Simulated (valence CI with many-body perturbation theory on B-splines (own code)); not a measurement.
**E1 line list for O IV**

Calculated by valence CI with perturbative core correlation (CI+MBPT): three valence electrons over a frozen Dirac-Fock core [He], a basis of 11 s, 11 p, 9 d, 7 f, 5 g, 2 h, 1 i functions for each j, with the one-electron correlation potential Σ1, the two-electron term Σ2, the three-electron term Σ3, Breit, model QED; selected CI, second order for the rest, scaled by the run's own slope (own B-spline code, finite nucleus).

Set against measurement, 43 paired levels are off by 73 cm⁻¹ on average, the worst by 162. These come from a selection out of Moore, Selected Tables of Atomic Spectra, NSRDS-NBS 3, section 10. Levels without a partner in it may be off by more.

Lines 151 to 200 of 269 in falling wavelength, among levels below 66.314 eV, chosen from the strongest by gf and those to the six lowest levels. Wavelengths and rates use the calculated energies, so an error of 70 cm⁻¹ moves a line at 30.70 nm by 0.021 % and its rate by three times that or more. Electric multipoles are in the length gauge, E1 and E2 with the static RPA response of the core. Weak lines are less certain than strong ones. Lines between different terms over intervals too small for the method are left out, as are lines whose strength nearly cancels. The highest levels of a list are the least certain.

Letters in brackets count levels of one name in rising energy.

```csv
λ vac (nm),λ from measured levels,Upper,Lower,A (s⁻¹),S (a.u.)
31.37,,2s²3p ²P°_3/2,2s2p² ⁴P_1/2,8.41e+02,5.13e-08
31.19,,2s2p3d ²D°_5/2,2s2p² ²P_3/2,4.76e+09,4.27e-01
31.17,,2s2p3d ²D°_3/2,2s2p² ²P_1/2,4.05e+09,2.42e-01
30.70,30.69,2s2p3s ²P°_1/2 [a],2s2p² ²D_3/2,5.04e+09,1.44e-01
30.67,30.66,2s2p3s ²P°_3/2 [a],2s2p² ²D_5/2,4.57e+09,2.60e-01
30.00,29.99,2s2p3d ²P°_3/2,2s2p² ²P_3/2,5.70e+09,3.04e-01
29.99,29.97,2s2p3d ²P°_1/2,2s2p² ²P_3/2,2.29e+09,6.10e-02
29.97,29.95,2s2p3d ²P°_1/2,2s2p² ²P_1/2,4.80e+09,1.27e-01
29.59,29.59,2s2p3s ²P°_3/2 [b],2s2p² ²P_3/2,1.76e+09,8.98e-02
28.60,28.58,2s2p3d ²P°_3/2,2s2p² ²S_1/2,1.98e+10,9.13e-01
28.58,28.57,2s2p3d ²P°_1/2,2s2p² ²S_1/2,1.94e+10,4.48e-01
28.00,27.99,2s²3s ²S_1/2,2s²2p ²P°_3/2,5.38e+09,1.17e-01
27.97,27.96,2s²3s ²S_1/2,2s²2p ²P°_1/2,2.68e+09,5.80e-02
27.23,27.23,2s2p3s ⁴P°_3/2,2s2p² ⁴P_5/2,4.58e+09,1.83e-01
27.23,27.23,2s2p3s ⁴P°_1/2,2s2p² ⁴P_3/2,8.47e+09,1.69e-01
27.22,27.22,2s2p3s ⁴P°_1/2,2s2p² ⁴P_1/2,1.70e+09,3.38e-02
27.22,27.22,2s2p3s ⁴P°_3/2,2s2p² ⁴P_3/2,1.35e+09,5.39e-02
27.21,27.21,2s2p3s ⁴P°_5/2,2s2p² ⁴P_5/2,7.13e+09,4.25e-01
27.21,27.21,2s2p3s ⁴P°_3/2,2s2p² ⁴P_1/2,4.24e+09,1.69e-01
27.20,27.20,2s2p3s ⁴P°_5/2,2s2p² ⁴P_3/2,3.06e+09,1.82e-01
27.17,27.16,2s2p3d ⁴F°_3/2,2s2p² ²D_5/2,3.52e+05,1.39e-05
27.16,27.15,2s2p3d ⁴F°_5/2,2s2p² ²D_5/2,2.35e+06,1.39e-04
27.15,,2s2p3d ⁴F°_7/2,2s2p² ²D_5/2,1.16e+06,9.21e-05
26.83,,2s2p3d ⁴D°_3/2,2s2p² ²D_5/2,1.56e+06,5.94e-05
26.83,,2s2p3d ⁴D°_5/2,2s2p² ²D_5/2,5.27e+06,3.01e-04
26.82,,2s2p3d ⁴D°_7/2,2s2p² ²D_5/2,3.22e+05,2.45e-05
26.81,26.80,2s²4p ²P°_3/2,2s2p² ²D_5/2,1.05e+08,3.99e-03
26.71,,2s2p3d ²D°_3/2,2s2p² ²D_3/2,1.33e+10,5.01e-01
26.71,,2s2p3d ²D°_3/2,2s2p² ²D_5/2,1.45e+09,5.47e-02
26.70,,2s2p3d ²D°_5/2,2s2p² ²D_3/2,1.13e+09,6.39e-02
26.70,,2s2p3d ²D°_5/2,2s2p² ²D_5/2,1.37e+10,7.72e-01
26.52,,2s2p3d ⁴P°_5/2,2s2p² ²D_5/2,2.30e+07,1.27e-03
26.52,26.51,2s2p3d ⁴P°_3/2,2s2p² ²D_5/2,6.18e+05,2.27e-05
26.23,26.23,2s2p3s ²P°_1/2 [a],2s2p² ⁴P_3/2,1.45e+05,2.58e-06
26.22,26.22,2s2p3s ²P°_3/2 [a],2s2p² ⁴P_5/2,1.37e+05,4.89e-06
26.22,26.22,2s2p3s ²P°_1/2 [a],2s2p² ⁴P_1/2,7.25e+03,1.29e-07
26.21,26.21,2s2p3s ²P°_3/2 [a],2s2p² ⁴P_3/2,1.16e+05,4.11e-06
26.20,26.20,2s2p3s ²P°_3/2 [a],2s2p² ⁴P_1/2,1.90e+05,6.74e-06
26.06,,2s2p3d ²F°_5/2,2s2p² ²D_3/2,2.92e+10,1.53e+00
26.06,,2s2p3d ²F°_5/2,2s2p² ²D_5/2,2.25e+09,1.18e-01
26.04,,2s2p3d ²F°_7/2,2s2p² ²D_5/2,3.16e+10,2.20e+00
25.89,,2s²4f ²F°_5/2,2s2p² ²D_5/2,5.10e+04,2.62e-06
25.89,,2s²4f ²F°_7/2,2s2p² ²D_5/2,4.06e+06,2.78e-04
25.83,25.82,2s2p3d ²P°_3/2,2s2p² ²D_5/2,1.80e+09,6.12e-02
25.52,25.53,2s2p3s ²P°_3/2 [b],2s2p² ²D_5/2,2.47e+09,8.10e-02
23.86,23.86,2s²3d ²D_3/2,2s²2p ²P°_3/2,5.88e+09,1.58e-01
23.86,23.86,2s²3d ²D_5/2,2s²2p ²P°_3/2,3.53e+10,1.42e+00
23.84,23.84,2s²3d ²D_3/2,2s²2p ²P°_1/2,2.94e+10,7.87e-01
23.62,23.62,2s2p3d ⁴F°_3/2,2s2p² ⁴P_5/2,7.71e+05,2.00e-05
23.61,23.61,2s2p3d ⁴F°_5/2,2s2p² ⁴P_5/2,9.88e+06,3.85e-04
```
